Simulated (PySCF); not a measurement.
# Au⁺ (gold, charge +1) across methods

[Xe] 4f14 5d10, closed-shell 1S. Computed with PySCF 2.14 in aug-cc-pwCVTZ-PP with ECP60MDF (8s8p7d4f3g, 122 functions), with a scalar-relativistic core potential.

```json
{"method": "MN15", "E (hartree)": "-135.1226", "mean ε 5s (eV)": "-119.21", "mean ε 5p (eV)": "-71.224", "mean ε 5d (eV)": "-17.716", "Σ⟨r²⟩ (bohr²)": "39.78", "⟨S²⟩": "0.000"}
{"method": "r2SCAN", "E (hartree)": "-135.4003", "mean ε 5s (eV)": "-118.49", "mean ε 5p (eV)": "-70.020", "mean ε 5d (eV)": "-15.467", "Σ⟨r²⟩ (bohr²)": "39.37", "⟨S²⟩": "0.000"}
{"method": "revPBE", "E (hartree)": "-135.4390", "mean ε 5s (eV)": "-116.03", "mean ε 5p (eV)": "-68.302", "mean ε 5d (eV)": "-15.251", "Σ⟨r²⟩ (bohr²)": "39.74", "⟨S²⟩": "0.000"}
{"method": "LDA", "E (hartree)": "-135.1295", "mean ε 5s (eV)": "-116.23", "mean ε 5p (eV)": "-68.457", "mean ε 5d (eV)": "-15.597", "Σ⟨r²⟩ (bohr²)": "40.04", "⟨S²⟩": "0.000"}
{"method": "PW91", "E (hartree)": "-135.4426", "mean ε 5s (eV)": "-116.21", "mean ε 5p (eV)": "-68.465", "mean ε 5d (eV)": "-15.409", "Σ⟨r²⟩ (bohr²)": "39.82", "⟨S²⟩": "0.000"}
{"method": "PBE0", "E (hartree)": "-135.3537", "mean ε 5s (eV)": "-121.13", "mean ε 5p (eV)": "-72.189", "mean ε 5d (eV)": "-16.918", "Σ⟨r²⟩ (bohr²)": "39.45", "⟨S²⟩": "0.000"}
{"method": "PBE", "E (hartree)": "-135.3849", "mean ε 5s (eV)": "-116.11", "mean ε 5p (eV)": "-68.370", "mean ε 5d (eV)": "-15.334", "Σ⟨r²⟩ (bohr²)": "39.82", "⟨S²⟩": "0.000"}
```

(1) Estimate the same row for UHF.

Energies and moments cover only the electrons outside the core potential. Spin-orbit coupling, which splits the p, d and f shells strongly at this Z, is absent.

## Answers

(1) E (hartree) = -134.49947; mean ε 5s (eV) = -135.23; mean ε 5p (eV) = -82.762; mean ε 5d (eV) = -20.778; Σ⟨r²⟩ (bohr²) = 38.94; ⟨S²⟩ = 0.000.
